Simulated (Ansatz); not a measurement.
A CCSD(T) single point on FH₂O₂SV (`[OH][V]([OH])([F])=[S]`).

```yaml
crystal:
  periodic: [false, false, false]
  atoms:
    - {symbol: O, position_ang: [-1.004849, 0.582068, 1.116512]}
    - {symbol: V, position_ang: [-0.030411, -0.335773, -0.000946]}
    - {symbol: O, position_ang: [1.610491, 0.250073, 0.069050]}
    - {symbol: F, position_ang: [-0.064912, -2.004531, 0.441821]}
    - {symbol: S, position_ang: [-0.744520, -0.119741, -1.852427]}
    - {symbol: H, position_ang: [-1.821381, 1.029979, 0.878727]}
    - {symbol: H, position_ang: [2.116780, 0.530025, -0.698537]}
basis:
  gaussian: {orbitals: def2-SVP}
correlation: {method: ccsd_t}
```

```sh
$ ansatz run in.yaml --threads 4 --pin off --events-out ev --progress --plain
```

The program prints (abridged):

```
Functional definition: HF
1000 factors; integrals over basis functions are off by at most 9.9e-4 eV
mean field evaluation 1: about -43257.9348 eV, gradient 8.1e1 eV
mean field evaluation 2: about -43258.0598 eV, gradient 8.1e1 eV
mean field evaluation 4: about -43272.0339 eV, gradient 3.1e1 eV
mean field evaluation 8: about -43273.7462 eV, gradient 1.0e0 eV
mean field evaluation 16: about -43273.8043 eV, gradient 8.8e-3 eV
mean field evaluation 32: about -43273.8033 eV, gradient 2.0e-1 eV
mean field evaluation 96: about -43268.4574 eV, gradient 3.7e-2 eV
mean field evaluation 128: about -43268.2065 eV, gradient 3.9e-2 eV
mean field -43273.80433522 eV, -1590.2829772814 hartree, gradient 1.7e-6 eV, S^2 0.000000; 1 other end points of the search recorded, 0 dependent functions left out; unrestricted orbitals would lower it
unrestricted determinant -43275.19018286 eV, -1590.3339062425 hartree, S^2 0.9128
13 core orbitals not correlated: weight in the atoms' cores, before any rotation towards them, 1.000 or more for the frozen orbitals, at most 0.000 for the correlated occupied ones
reference -43273.80433522 eV, -1590.2829772814 hartree; 20, 20 occupied and 68, 68 virtual orbitals, 1000 factors
second order -32.78109998 eV of doubles, -0.00000000 eV of singles
cycle   1  -26.55218036 eV  change     6.2e0 eV  update   5.4e-1
cycle   2  -30.14446040 eV  change    -3.6e0 eV  update   6.9e-1
cycle   3  -30.57338170 eV  change   -4.3e-1 eV  update   9.6e-2
cycle   4  -30.62291922 eV  change   -5.0e-2 eV  update   5.9e-2
cycle   5  -30.59049165 eV  change    3.2e-2 eV  update   2.8e-2
cycle   6  -30.62305387 eV  change   -3.3e-2 eV  update   1.1e-2
cycle   7  -30.61103195 eV  change    1.2e-2 eV  update   6.8e-3
cycle   8  -30.60110588 eV  change    9.9e-3 eV  update   3.9e-3
cycle   9  -30.60248154 eV  change   -1.4e-3 eV  update   1.5e-3
cycle  10  -30.60421855 eV  change   -1.7e-3 eV  update   7.6e-4
cycle  11  -30.60449588 eV  change   -2.8e-4 eV  update   4.6e-4
cycle  12  -30.60422614 eV  change    2.7e-4 eV  update   1.8e-4
cycle  13  -30.60416243 eV  change    6.4e-5 eV  update   1.2e-4
cycle  14  -30.60421045 eV  change   -4.8e-5 eV  update   5.1e-5
cycle  15  -30.60416621 eV  change    4.4e-5 eV  update   2.4e-5
perturbative correction -2.15916239 eV, -0.0793477544 hartree
Total energy: -43306.56766383 eV, -1591.4870073997 hartree
```

Hardware: 4 threads of a server CPU on a shared host. Wall time 12 s, peak host memory 0.48 GiB.

Correlation energy per correlated electron: -0.819 eV. T1 diagnostic: 0.0373.
